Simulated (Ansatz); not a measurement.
PBE exchange is replaced step by step with exact exchange (0 % is PBE, 25 % PBE0; no dispersion term), basis def2-TZVP, Ansatz. System: RuF₃. The state is a doublet with charge 0. Geometry: PBE0-D4/def2-TZVP, each spin state at its own.

Left out: 50 %, where a state is spin-contaminated, unstable or flagged.

Geometry of the doublet:

```xyz
4

Ru   -0.001    0.001    0.000
F     1.541    0.767   -0.576
F    -0.827    0.628    1.491
F    -0.713   -1.396   -0.915
```

In the def2 sets Ru takes a core potential; there is no spin–orbit coupling. At PBE0-D4/def2-TZVP, PBE with 35 % exact exchange/def2-TZVP the charge 0 doublet is spin-contaminated (final ⟨S²⟩ up to 0.99, 0.75 for a pure state). Another isomer (doublet) lies 0.05 eV lower at r2SCAN-D4/def2-TZVP.

HOMO and LUMO are taken over both spins.

```json
{"exact exchange (%)": "0", "HOMO (eV)": "-5.77", "LUMO (eV)": "-5.29", "gap (eV)": "0.48", "⟨S²⟩": "0.752", "quartet − doublet (kJ/mol)": "-39.2"}
{"exact exchange (%)": "10", "HOMO (eV)": "-6.60", "LUMO (eV)": "-4.78", "gap (eV)": "1.82", "⟨S²⟩": "0.752", "quartet − doublet (kJ/mol)": "-43.3"}
{"exact exchange (%)": "15", "HOMO (eV)": "-7.02", "LUMO (eV)": "-4.53", "gap (eV)": "2.49", "⟨S²⟩": "0.752", "quartet − doublet (kJ/mol)": "-46.7"}
{"exact exchange (%)": "25", "HOMO (eV)": "-7.90", "LUMO (eV)": "-4.07", "gap (eV)": "3.83", "⟨S²⟩": "0.855", "quartet − doublet (kJ/mol)": "-54.3"}
{"exact exchange (%)": "35", "HOMO (eV)": "-8.81", "LUMO (eV)": "-3.64", "gap (eV)": "5.18", "⟨S²⟩": "0.990", "quartet − doublet (kJ/mol)": "-61.8"}
```

Q: Estimate the row for 5 %.

A: 
```tsv
exact exchange (%)	HOMO (eV)	LUMO (eV)	gap (eV)	⟨S²⟩	quartet − doublet (kJ/mol)
5	-6.18	-5.04	1.15	0.752	-40.8
```
